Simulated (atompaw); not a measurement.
# What the settings do to the PAW (atompaw) potential of Yb

Base potential:

```json
{
 "Element": "Yb (Z = 70)",
 "Generator": "atompaw 4.2.0.5",
 "Type": "PAW",
 "Functional": "LDA (PW92)",
 "Relativity": "scalar-relativistic",
 "Frozen core": "[Xe]",
 "Valence charge": "16",
 "Reference configuration": "4f13 5d0 6s0 6p0 (charge +3)",
 "Partial waves": "6s (bound, empty): rc 3.00 bohr; 6s channel at 0.25 Ry: rc 3.00 bohr; 6p (bound, empty): rc 3.00 bohr; 6p channel at 0.2 Ry: rc 3.00 bohr; 5d (bound, empty): rc 2.75 bohr; 5d channel at 0.55 Ry: rc 3.00 bohr; 4f (bound): rc 1.35 bohr; 4f channel at -1.9 Ry: rc 1.35 bohr",
 "Local potential": "troulliermartins scheme with l = 4 at 0 Ry, radius 2.15 bohr",
 "Core correction": "smooth core density matched at 1.90 bohr",
 "Augmentation charge": "besselshape compensation charge, radius 2.40 bohr; PAW radius 3.00 bohr; waves and projectors: custom polynom2 7 10 vanderbiltortho"
}
```

All-electron outer shells of the reference configuration (LDA (PW92), scalar-relativistic, ld1.x):

```tsv
shell	level (eV)	outermost node (bohr)	outermost maximum (bohr)
5s	-86.08	0.58	1.07
5p	-57.39	0.62	1.21
4f	-36.36	–	0.48
5d	-25.29	0.70	1.67
6s	-24.22	1.40	2.62
6p	-17.83	1.66	3.16
```

Cutoffs, loose and tight: the cutoffs (Ry, on a coarse ladder) from which the occupation-weighted sum of valence levels, in a spherical-Bessel basis at the reference potential, stays within 10 and 1 mRy of its value at 400 Ry. They see the waves, projectors and local potential, not the compensation charge or the core. A dash means not determined.

A true bound ghost makes a file unfit for plane-wave use even where its test errors are small: the radial tests pick states by their node count and pass the ghost by.

Cutoffs are not given where the Bessel-basis levels miss the radial ones by over 6 mRy, ghosts where they miss by over 20 mRy; a channel whose overlap is not positive is not tested.

```tsv
change	outcome	cutoff, loose	cutoff, tight	bound ghosts
base	generated	–	–	s, p
all radii scaled by about 0.76 (s 2.28, p 2.28, d 2.10, f 1.02 bohr); local potential troulliermartins scheme with l = 4 at 0 Ry, radius 1.64 bohr; augmentation besselshape compensation charge, radius 1.82 bohr; PAW radius 2.28 bohr; waves and projectors: custom polynom2 7 10 vanderbiltortho; core correction smooth core density matched at 1.44 bohr	generated	–	–	not determined
all radii scaled by about 0.81 (s 2.42, p 2.42, d 2.22, f 1.08 bohr); local potential troulliermartins scheme with l = 4 at 0 Ry, radius 1.72 bohr; augmentation besselshape compensation charge, radius 1.94 bohr; PAW radius 2.42 bohr; waves and projectors: custom polynom2 7 10 vanderbiltortho; core correction smooth core density matched at 1.52 bohr	generated	–	–	not determined
all radii scaled by about 0.87 (s 2.60, p 2.60, d 2.38, f 1.18 bohr); local potential troulliermartins scheme with l = 4 at 0 Ry, radius 1.86 bohr; augmentation besselshape compensation charge, radius 2.08 bohr; PAW radius 2.60 bohr; waves and projectors: custom polynom2 7 10 vanderbiltortho; core correction smooth core density matched at 1.64 bohr	generated	–	–	not determined
all radii scaled by about 0.95 (s 2.86, p 2.86, d 2.62, f 1.28 bohr); local potential troulliermartins scheme with l = 4 at 0 Ry, radius 2.04 bohr; augmentation besselshape compensation charge, radius 2.28 bohr; PAW radius 2.86 bohr; waves and projectors: custom polynom2 7 10 vanderbiltortho; core correction smooth core density matched at 1.80 bohr	generated	–	–	not determined
all radii scaled by about 1.09 (s 3.28, p 3.28, d 3.00, f 1.48 bohr); local potential troulliermartins scheme with l = 4 at 0 Ry, radius 2.34 bohr; augmentation besselshape compensation charge, radius 2.62 bohr; PAW radius 3.28 bohr; waves and projectors: custom polynom2 7 10 vanderbiltortho; core correction smooth core density matched at 2.08 bohr	generated	over 300 Ry	over 300 Ry	s
all radii scaled by about 1.15 (s 3.46, p 3.46, d 3.18, f 1.56 bohr); local potential troulliermartins scheme with l = 4 at 0 Ry, radius 2.48 bohr; augmentation besselshape compensation charge, radius 2.76 bohr; PAW radius 3.46 bohr; waves and projectors: custom polynom2 7 10 vanderbiltortho; core correction smooth core density matched at 2.20 bohr	generated	over 300 Ry	over 300 Ry	s
all radii scaled by about 1.30 (s 3.90, p 3.90, d 3.58, f 1.76 bohr); local potential troulliermartins scheme with l = 4 at 0 Ry, radius 2.80 bohr; augmentation besselshape compensation charge, radius 3.12 bohr; PAW radius 3.90 bohr; waves and projectors: custom polynom2 7 10 vanderbiltortho; core correction smooth core density matched at 2.48 bohr	generated	160 Ry	over 300 Ry	s
```

(1) What comes out with this change to the base: all radii scaled by about 1.22 (s 3.66, p 3.66, d 3.36, f 1.64 bohr); local potential troulliermartins scheme with l = 4 at 0 Ry, radius 2.62 bohr; augmentation besselshape compensation charge, radius 2.92 bohr; PAW radius 3.66 bohr; waves and projectors: custom polynom2 7 10 vanderbiltortho; core correction smooth core density matched at 2.32 bohr?

## Answers

(1) outcome: generated; cutoff, loose: 230 Ry; cutoff, tight: over 300 Ry; bound ghosts: s.

Reading the sweep of the scale of all radii (base = 1) (base included, trends over the rows without a ghost): Bound ghosts are found at 1, 1.09, 1.15, 1.22, 1.3. Every judged row has one, so this setting neither creates nor removes them.
